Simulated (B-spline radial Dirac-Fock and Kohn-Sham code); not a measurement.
# Binding energies of Ni⁺ in different valence configurations

Method: Dirac-Fock ΔSCF + Breit + QED. Computed with a radial finite-basis atomic code. Correlation energy is missing from these numbers.

Reference: the tabulated ground configuration [Ar] 3d9, with 1s 8348.0 eV, 2s 1028.2 eV, 2p1/2 887.6 eV, 2p3/2 870.5 eV, 3p1/2 88.08 eV, 3p3/2 85.96 eV, Kα1 7477.5 eV, Kβ1 8262.1 eV.

Q: One of these configurations gives the following shifts from the reference, in eV: average energy +0.72, 1s +7.68, 2s +8.64, 2p1/2 +8.51, 2p3/2 +8.52, 3p1/2 +6.73, 3p3/2 +6.68, Kα1 -0.84, Kβ1 +1.00. Which?
A. [Ar] 3d7 4s2
B. [Ar] 3d8 4s1
C. [Ar] 3d8 4p1

A: B. The others give [Ar] 3d8 4p1: 1s +9.44; [Ar] 3d7 4s2: 1s +16.81.
